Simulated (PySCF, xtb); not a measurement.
boric acid (BH₃O₃), SMILES OB(O)O.

GFN2-xTB in xtb at its own geometry gives an orbital gap of 9.11 eV and a dipole moment of 3.25 D.

Geometry optimised at PBE0-D3(BJ)/def2-SVP. One conformer was computed; it need not be the lowest.

Problem. What does r2SCAN/def2-TZVPD (PySCF) give? (Estimate from the structure and the level; the computed values follow.)

Solution. gap 7.34 eV (levels -7.93 and -0.59 eV), dipole 2.88 D.
